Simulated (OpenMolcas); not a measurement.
A calculation on Br II.

- Program: OpenMolcas 26.06
- Method: RASSCF
- Basis: ANO-RCC-VTZP [6s5p3d1f]
- Scalar Hamiltonian: DKH2, point nucleus
- Active space: 6 electrons in 9 orbitals (RAS2 4s 4p; RAS3 4d, at most 2 electrons)
- State averaging: 2S+1 = 3 even, 3 roots; 2S+1 = 1 even, 6 roots; 2S+1 = 3 odd, 5 roots kept (CI in the orbitals of an earlier block); 2S+1 = 1 odd, 1 root
- Spin-orbit coupling: state interaction with AMFI integrals over the reference wave functions, term energies averaged over their components

Which level of the active space comes out lowest?

4s² 4p⁴ ³P₂, with 98 % of that term; it is also the measured ground level.

How high does 4s² 4p⁴ ³P₀ lie?

3570 cm⁻¹ above the lowest level; measured 3837 cm⁻¹ above the ground level, so the calculation is off by -7 %.

How high does 4s² 4p⁴ ³P₁ lie?

2801 cm⁻¹ above the lowest level; measured 3136 cm⁻¹ above the ground level, so the calculation is off by -11 %.

How high does 4s² 4p⁴ ¹S₀ lie?

29061 cm⁻¹ above the lowest level; measured 27867 cm⁻¹ above the ground level, so the calculation is off by +4 %.

Measured values: NIST Handbook of Basic Atomic Spectroscopic Data.

Without dynamic correlation excited terms often stand tens of per cent too high (terms of higher spin than the ground term too low), and those without a measured partner can miss by more than the paired ones. The run also gave levels led by 4s² 4p³ 4d, which use shells meant for correlation; these and all levels above them are left out. No level of 4s 4p⁵ was computed, though it lies in the active space. Measured partners are found by configuration, term and J. A level has none where our copy of the source lacks it or the pairing is in doubt (some pairs that miss far off the trend of their configuration count as doubtful), and it then counts in no deviation. Only configurations of the active space appear.
